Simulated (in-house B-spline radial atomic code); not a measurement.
How numerical settings move a run on Ru, [Kr] 4d7 5s1. Computed with an all-electron radial atomic-structure program (B-spline basis): Dirac-Kohn-Sham PBE0, spherical fractional occupations, Fermi nucleus of rms radius 4.4809 fm.

Command:
```bash
python run_scf.py task.json out
```
Settings of the sound reference run:
```
Z                44
electrons        44
configuration    [Kr] 4d7 5s1
hamiltonian      dirac
method           pbe0
spin_polarised   False
nucleus          fermi
rms_radius       4.4809
mass_number      102
atomic_mass      101.9043
speed_of_light   137.036
knot_spacing     0.22
spline_order     8
gauss_points     12
box_radius       50
max_iterations   70
damping          0.5
damped_steps     3
diis_vectors     10
tolerance        1e-08
start            Thomas-Fermi
```

Run time, properties included: 2.3 s on 1 thread of Intel(R) Xeon(R) Platinum 8259CL CPU @ 2.50GHz, with other jobs on the host.

It converges in 10 iterations to -4531.315519 hartree, with 5s1/2 at -4.10922 eV. The other runs change the listed settings, some to values that make no sense; their results aren't properties of the atom or ion. Radii are in bohr (the nuclear one in fm), a minus after a letter asks for a j subshell, and «unchanged» means within 1e-8 hartree. The run stops when the residual is below 10 × tolerance × max(1, Z/10), or a noise floor if that is larger, and the energy moves by less than 1e-8 × √|E| hartree; so very loose and very tight tolerances often act alike.

| changed settings | outcome |
| --- | --- |
| damped_steps = 0 | converged in 9 iterations, energy unchanged, 5s1/2 level +9.6e-06 eV |
| damped_steps = 1 | converged in 10 iterations, energy unchanged, 5s1/2 level -5.8e-06 eV |
| spline_order = 7, max_iterations = 100, diis_vectors = 4, tolerance = 0.001 | converged in 10 iterations, energy -2.02e-07 hartree from the reference, 5s1/2 level +2.4e-05 eV |
| spline_order = 10 | converged in 11 iterations, energy -4.32e-07 hartree from the reference, 5s1/2 level -3.5e-06 eV |
| damped_steps = 30 | converged in 19 iterations, energy unchanged, 5s1/2 level +5.4e-06 eV |
| spline_order = 3 | converged in 10 iterations, energy +1.24e-01 hartree from the reference, 5s1/2 level +6.4e-03 eV |
| spline_order = 4 | converged in 11 iterations, energy +2.12e-03 hartree from the reference, 5s1/2 level +1.6e-04 eV |
| tolerance = 1e-06 | converged in 10 iterations, energy unchanged |
| max_iterations = 5, diis_vectors = 20, start = bare nucleus | not converged after 5 iterations, last residual 3.7e-01, last energy +1.70e+01 hartree from the reference |
| method = scan,scan | stopped with error: meta-GGAs are not served with the Dirac Hamiltonian |
| electrons = 46, configuration = [Kr] 4d7 5s3, max_iterations = 60 | stopped with error: shell 5s holds at most 2 electrons |
| spline_order = 5, max_iterations = 8, damped_steps = 0 | not converged after 8 iterations, last residual 1.2e-05, last energy +6.88e-05 hartree from the reference |
| spline_order = 7 | converged in 10 iterations, energy -2.02e-07 hartree from the reference |

(1) What happens with spline_order = 6?

(2) What happens with spline_order = 3, gauss_points = 16, first_knot = 0.00227, max_iterations = 50?

(3) What happens with spline_order = 5?

(4) What happens with electrons = 52, configuration = [Kr] 4d7 5s1 7s2 7p6, max_iterations = 75?

## Answers

(1) Converged in 11 iterations, energy +1.89e-06 hartree from the reference, 5s1/2 level -1.2e-06 eV.

(2) Converged in 11 iterations, energy +1.43e+00 hartree from the reference, 5s1/2 level +8.4e-03 eV.

(3) Converged in 11 iterations, energy +6.88e-05 hartree from the reference.

(4) Converged in 15 iterations to -4530.3904 hartree, a different physical problem (warning: 5s1/2 has a positive eigenvalue: unbound, held by the box).
